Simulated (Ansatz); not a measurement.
## Ligand exchange: Si2H6O4 + CH6O4Sn → Si2H6O5 + CH6O3Sn

Gas-phase species: Si2H6O4 `O[SiH2]O[SiH](O)O`, singlet; CH6O4Sn `C[O][Sn]([OH])([OH])[OH]`, singlet; Si2H6O5 `O[SiH2]O[Si](O)(O)O`, singlet; CH6O3Sn `C[O][SnH]([OH])[OH]`, singlet. The partners trade H for OH: Si–H and Sn–OH bonds give way to Si–OH and Sn–H.

Shapes, held fixed at every level: PBE0-D4/def2-TZVP. Flexible molecules stand in one conformer, not always the lowest. Programs: Ansatz 0.2.0. Electronic energies: no zero-point or thermal term.

(1) Estimate ΔE of this reaction.

## Answers

(1) MP2/def2-TZVPP gives ΔE = -96.7 kJ/mol; the levels span -108.0 to -91.8. The median of the levels is -99.3. No measured value is set beside it here. For atoms past krypton def2 sets carry core potentials with scalar relativity. Outer-core shells of Sn are correlated, in sets that cover them unevenly.

| level | kind | ΔE (kJ/mol) |
| --- | --- | --- |
| HF/def2-TZVPP | Hartree–Fock | -108.0 |
| PBE-D4/def2-TZVPP | GGA | -91.8 |
| r2SCAN-D4/def2-TZVPP | meta-GGA | -100.6 |
| PBE0-D4/def2-TZVPP | global hybrid | -100.7 |
| wB97M-V/def2-TZVPP | range-separated hybrid | -102.9 |
| wB97X-V/def2-TZVPP | range-separated hybrid | -98.0 |
| B2PLYP/def2-TZVPP | double hybrid | -95.7 |
| MP2/def2-TZVPP | perturbation theory | -96.7 |
